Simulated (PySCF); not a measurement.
Excitation energy of Al by level of theory

Al [Ne] 3s2 3p1 (2P) → Al [Ne] 3s1 3p2 (4P), as a difference of total energies. Calculation: PySCF 2.14, in aug-cc-pV(T+d)Z; no relativity, point nucleus. Correlated levels: valence: [Ne] frozen. The calculations carry no spin-orbit coupling.

```json
{"method": "UHF", "excitation energy (eV)": "2.410", "error (eV)": "-1.188"}
{"method": "MP2 (valence)", "excitation energy (eV)": "3.143", "error (eV)": "-0.455"}
{"method": "SCS-MP2 (valence)", "excitation energy (eV)": "3.445", "error (eV)": "-0.153"}
{"method": "CCSD (valence)", "excitation energy (eV)": "3.410", "error (eV)": "-0.188"}
{"method": "CCSD(T) (valence)", "excitation energy (eV)": "3.439", "error (eV)": "-0.159"}
```

Reference: 3.598 eV (measured; NIST levels, between the centres of gravity of the two terms).

Errors of the correlated levels include the incompleteness of this basis and the frozen core.
